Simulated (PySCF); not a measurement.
Mayer bond orders and bond lengths

Species: C10H6F2.
SMILES with atom numbers: `[F:1][c:2]1[cH:3][cH:4][c:5]([F:6])[c:7]2[cH:8][cH:9][cH:10][cH:11][c:12]12` (hydrogens: H13 on C3; H14 on C4; H15 on C8; H16 on C9; H17 on C10; H18 on C11)

Geometry (GFN2-xTB, Å), atoms numbered from 1 in this order:
```xyz
18
C10H6F2 angstrom
F     -1.5002   -2.5529   -0.4288
C     -1.3582   -1.2170   -0.2938
C     -2.4644   -0.4204   -0.3754
C     -2.3233    0.9673   -0.2370
C     -1.0827    1.4960   -0.0214
F     -0.9527    2.8332    0.1109
C      0.0821    0.7019    0.0702
C      1.3637    1.2436    0.2953
C      2.4547    0.4229    0.3759
C      2.3141   -0.9660    0.2348
C      1.0839   -1.5219    0.0152
C     -0.0605   -0.7039   -0.0714
H     -3.4347   -0.8583   -0.5458
H     -3.1838    1.6138   -0.2983
H      1.4630    2.3134    0.4023
H      3.4350    0.8411    0.5491
H      3.1881   -1.5964    0.3014
H      0.9672   -2.5897   -0.0946
```

Bond orders from the PBE0/pcSseg-1 density (PySCF). Isolated species at its GFN2-xTB geometry, gas phase.

(1) Where do the orders between heavy atoms depart from those drawn in the SMILES?

(2) Give the Mayer order of every bond between heavy atoms, beside its length.

## Answers

(1) The largest departure is 0.284, at C12–C7 (drawn aromatic, 1.216), counting aromatic bonds as 1.5. Drawn single, order below 0.88: F1–C2 (0.878) and C5–F6 (0.878). The bonds drawn aromatic range from 1.22 to 1.58.

(2) 
| bond | drawn as | length (Å) | Mayer order |
| --- | --- | --- | --- |
| F1–C2 | single | 1.350 | 0.878 |
| C2–C3 | aromatic | 1.366 | 1.585 |
| C3–C4 | aromatic | 1.402 | 1.272 |
| C4–C5 | aromatic | 1.366 | 1.585 |
| C5–F6 | single | 1.350 | 0.878 |
| C5–C7 | aromatic | 1.413 | 1.224 |
| C7–C8 | aromatic | 1.409 | 1.305 |
| C8–C9 | aromatic | 1.368 | 1.550 |
| C9–C10 | aromatic | 1.403 | 1.315 |
| C10–C11 | aromatic | 1.368 | 1.550 |
| C11–C12 | aromatic | 1.409 | 1.305 |
| C12–C2 | aromatic | 1.413 | 1.224 |
| C12–C7 | aromatic | 1.420 | 1.216 |

By pair of heavy elements: C–F: all 2 within 0.02 of one another (0.878 to 0.878). C–C: lowest C12–C7 (1.216, 1.420 Å), highest C2–C3 and C4–C5 (1.585, 1.366 Å); in 2 of the 55 pairs the longer bond (by over 0.003 Å) has the higher order (by 0.02 or more). Bonds named together lie within 0.004.

Task: And the bonds to hydrogen?

Result: C–H: 0.93 to 0.96 (6 bonds).

Task: Sum the orders of all bonds at each heavy atom with more than one neighbour and set the sums beside the valence in the SMILES.

Result: C2 3.687 (drawn 4), C3 3.788 (drawn 4), C4 3.788 (drawn 4), C5 3.687 (drawn 4), C7 3.745 (drawn 4), C8 3.815 (drawn 4), C9 3.826 (drawn 4), C10 3.826 (drawn 4), C11 3.815 (drawn 4), C12 3.745 (drawn 4). Orders between atoms that aren't bonded are not in these sums.

The Mayer order sums products of elements of PS (density times overlap matrix) between the two atoms' basis functions, so it depends on the basis set.
